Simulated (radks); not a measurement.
The numbers below are computed, except where a source is named.
Q: These are the eigenvalues of the occupied orbitals of an atom or ion with whole-number occupations (hartree). Level of theory: Dirac Kohn-Sham, PW91, spin-unpolarised, spherical densities, point nucleus (a radial shooting solver on a logarithmic mesh with Libxc functionals).

1s1/2: -554.3388
2s1/2: -75.72400
2p1/2: -68.87560
2p3/2: -66.63982
3s1/2: -12.86575
3p1/2: -10.41017
3p3/2: -10.07337
3d3/2: -5.77272
3d5/2: -5.71531
4s1/2: -2.88422
4p1/2: -2.25377
4p3/2: -2.21027

Which element is it, and in what charge state? The configuration may be excited. Open shells, if any, fill j = l - 1/2 first.

A: Z = 37, rubidium, charge +4: Rb4+ in [Ar] 3d10 4s2 4p3. The list shows which subshells hold electrons but not how many an open one holds; the 1s level, -554.34 hartree, gives Z - s = 33.3 by -(Z - s)^2/2, which with screening and relativity narrows Z to a few neighbours, and the depths of the outer levels then fix element, charge and occupations together.
